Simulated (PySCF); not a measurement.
# Ni²⁺: ionisation energy

Ni²⁺ [Ar] 3d8 (3F) → Ni³⁺ [Ar] 3d7 (4F), as a difference of total energies. Computed with PySCF 2.14 in aug-cc-pwCVTZ-DK, with scalar relativity by spin-free X2C-1e. Correlated levels: valence: [Ar] frozen; valence and next inner shell: [Ne] frozen; nothing frozen. The calculations carry no spin-orbit coupling.

Order these methods by the ionisation energy they give, lowest first.
A. LDA
B. SCS-MP2 (all electrons)
C. UHF
D. BLYP

C (32.599 eV), B (35.333 eV), D (35.849 eV), A (36.297 eV).

A first-order spin-orbit estimate (lowest level to lowest level, LS coupling) adds -0.013 eV.

Errors of the correlated levels include the incompleteness of this basis and the frozen core.

For comparison: 35.187 ± 0.019 eV (measured; NIST Atomic Spectra Database, ionization energies).
